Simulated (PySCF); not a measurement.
Molecule: sum formula SiN3H7Br, net charge 1, singlet state. It need not be the lowest isomer of its formula. SMILES: N[Si]([NH3+])(Br)N
Coordinates optimised at B3LYP-D3(BJ)/def2-TZVP (Ansatz):
```
Si
N 1 1.6697
H 2 1.0083 1 122.55
H 2 1.0091 3 112.80 1 -168.73
N 1 1.6790 2 113.55 3 -144.86
H 5 1.0100 1 123.41 2 -173.83
H 5 1.0110 6 110.54 1 150.33
N 1 1.9135 2 107.11 3 105.04
H 8 1.0217 1 110.54 2 -56.05
H 8 1.0218 9 106.94 1 123.55
H 8 1.0221 9 107.82 10 115.53
Br 1 2.1906 2 112.07 3 -2.80
```
Charge +1, spin multiplicity 1.

Dispersion corrections to the total energy (kcal/mol) from the dftd3 and dftd4 libraries through PySCF: D3(BJ) without and D4 with the three-body term, each with the damping fitted for the functional named.

```
functional  D3(BJ)      D4
----------  ------  ------
HF          -51.38     ___
revPBE      -17.25  -19.18
HSE06          ___   -5.35
BHLYP       -10.34   -8.61
BLYP        -15.44  -14.67
B3LYP       -12.73  -10.91
r2SCAN       -2.08     ___
```

Question: Fill in the missing entries.

Answer: 
- HF, D4: -22.35
- HSE06, D3(BJ): -5.11
- r2SCAN, D4: -1.62
